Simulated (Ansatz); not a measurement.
```yaml
crystal:
  periodic: [false, false, false]
  atoms:
    - {symbol: In, position_ang: [-0.687842, 2.370515, 2.864369]}
    - {symbol: Sn, position_ang: [-1.511957, 1.375434, -0.201548]}
    - {symbol: Sn, position_ang: [-0.792339, -0.787315, -2.623455]}
    - {symbol: Sn, position_ang: [1.240056, 0.817691, -1.099029]}
    - {symbol: Sn, position_ang: [1.631181, -2.155826, -0.915720]}
    - {symbol: Sn, position_ang: [1.160879, -0.127440, 1.688794]}
    - {symbol: Sn, position_ang: [-1.039977, -1.493059, 0.286589]}
basis:
  gaussian: {orbitals: def2-TZVP, initial_orbitals: start.molden}
total_charge: 1
hamiltonian: {xc: {name: wB97M-V}}
scf: {omitted_lower_state_checks: [starts]}
output: {orbitals: {seedname: orbitals}}
```

The file start.molden holds the orbitals of an earlier run on this structure, at another level or in another basis.

```sh
$ ansatz run in.yaml --threads 4 --pin off --events-out ev --progress --plain --max-ram 4787MiB
```

(1) Does this run fit into the memory that it is given?

## Answers

(1) No. It has 350 basis functions, and Ansatz plans for 6 GiB where 5 GiB are given.
